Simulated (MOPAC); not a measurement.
Molecule: C₄H₆SSi, net charge 0, singlet state. SMILES: [SiH3]c1ccsc1

Atoms: Si1, C2, C3, C4, S5, C6, H7, H8, H9, H10, H11, H12. Bonds: Si1-C2, Si1-H7, Si1-H8, Si1-H9, C2-C3, C2-C6, C3-C4, C3-H10, C4-S5, C4-H11, S5-C6, C6-H12.

Bond lengths (Å) and angles (degrees) optimised at PM3 with MOPAC; PM7 with MOPAC; MNDO with MOPAC, each started from the B3LYP-D3(BJ)/def2-TZVP structure (Ansatz) of the last column. A row stands for all coordinates that are equal there; 11 of 27 kinds are shown. No wavenumbers were computed at MNDO, so these may be saddle points.

```csv
coordinate,PM3,PM7,MNDO,B3LYP-D3(BJ)/def2-TZVP
Si1-C2,1.799,1.812,1.773,1.861
Si1-H7,1.496,1.456,1.379,1.483
Si1-H9,1.495,1.455,1.379,1.481
C2-C3,1.437,1.446,1.458,1.432
C2-C6,1.364,1.367,1.378,1.372
C3-C4,1.365,1.365,1.373,1.363
C3-H10,1.091,1.085,1.085,1.081
C4-S5,1.726,1.734,1.677,1.719
Si1-C2-C3,122.5,122.5,123.4,125.7
Si1-C2-C6,125.7,124.9,127.3,123.3
C3-C2-C6,111.8,112.5,109.3,110.9
```

Mean signed difference of all 12 bond lengths from B3LYP-D3(BJ)/def2-TZVP: PM3 0.002 Å, PM7 -0.007 Å, MNDO -0.036 Å.
